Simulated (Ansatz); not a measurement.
`OB[SiH2][SiH2]F` and `C=C[SiH2][SiH2]F` differ in one atom or group.

Ansatz, PBE0-D4/def2-TZVP geometries, multiplicity 1. Each molecule was computed in one conformer, which needn't be the lowest.

| property | `OB[SiH2][SiH2]F` |
| --- | --- |
| HOMO–LUMO gap (ωB97M-V/def2-TZVPP) / eV | 10.37 |
| HOMO–LUMO gap (PBE/def2-TZVPP) / eV | 4.23 |
| size of the dipole moment (PBE/def2-TZVPP) / D | 1.34 |
| LUMO energy (ωB97M-V/def2-TZVPP) / eV | 0.63 |
| HOMO energy (PBE0/def2-TZVPP) / eV | -7.67 |
| size of the dipole moment (ωB97M-V/def2-TZVPP) / D | 1.54 |

(1) Give the same properties after the change, and the shifts. (Best estimate.)

Answers

(1) The calculation gave: 
```csv
property,`C=C[SiH2][SiH2]F`,shift
HOMO–LUMO gap (ωB97M-V/def2-TZVPP) / eV,10.80,0.43
HOMO–LUMO gap (PBE/def2-TZVPP) / eV,4.80,0.57
size of the dipole moment (PBE/def2-TZVPP) / D,1.40,0.06
LUMO energy (ωB97M-V/def2-TZVPP) / eV,1.03,0.40
HOMO energy (PBE0/def2-TZVPP) / eV,-7.70,-0.03
size of the dipole moment (ωB97M-V/def2-TZVPP) / D,1.50,-0.04
```

Dipoles are sizes alone; their direction can turn.
